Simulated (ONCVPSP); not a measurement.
**Pseudopotential generation for vanadium (V): ONCV, PBE, fully relativistic.**

V, optimised norm-conserving Vanderbilt (ONCV), made with ONCVPSP 4.0.1 (PBE, fully relativistic). Core [Ar], reference 3d3 4s1 (charge +1). Waves: 4s: rc 2.45 bohr, ncon 3, nbas 7, qcut 2.8 1/bohr, 2 projectors, debl 3.5 Ha; p scattering state at 0.2 Ha: rc 2.30 bohr, ncon 5, nbas 9, qcut 3.5 1/bohr, 2 projectors, debl 3.3 Ha; 3d: rc 1.85 bohr, ncon 3, nbas 7, qcut 6.8 1/bohr, 2 projectors, debl 0.6 Ha. Local part: polynomial inside 1.20 bohr (lpopt 5, dvloc0 0 Ha). Core correction: Teter function, fcfact 4.75, rcfact 1.3.

Open shells are filled in proportion to 2j + 1.

In the p channel the program set the typed energies aside and used 0.050, 3.350 Ha (j = l + 1/2; the other j can differ).

All-electron outer shells of the reference configuration (PBE, scalar-relativistic, ld1.x):

```json
{"shell": "3p", "level (eV)": "-51.65", "outermost node (bohr)": "0.35", "outermost maximum (bohr)": "0.84"}
{"shell": "3d", "level (eV)": "-12.63", "outermost node (bohr)": "–", "outermost maximum (bohr)": "0.90"}
{"shell": "4s", "level (eV)": "-10.90", "outermost node (bohr)": "1.17", "outermost maximum (bohr)": "2.59"}
```

Estimate the cutoffs (Ha) at which the residual kinetic energy of the hardest occupied pseudo-wave falls to 1 and 0.1 mHa per electron.

21 Ha and 33 Ha. The cutoffs count occupied waves only; projector 2 of the p channel, the hardest unoccupied one, needs 64 Ha at the loose tolerance.

What does a ghost test show?

No bound ghost flagged; GHOST(+) flagged for s at 6.4 eV, p3/2 at 86.1 eV, p1/2 at 86.2 eV.

Which valence shell sets the plane-wave cutoff?

3d: 21 Ha for 1 mHa per electron, against 3 Ha for 4s.

Its largest configuration-test error is +29 meV (3d3 4s0 4p2). 1 of 4 tests not solved or not reliable.
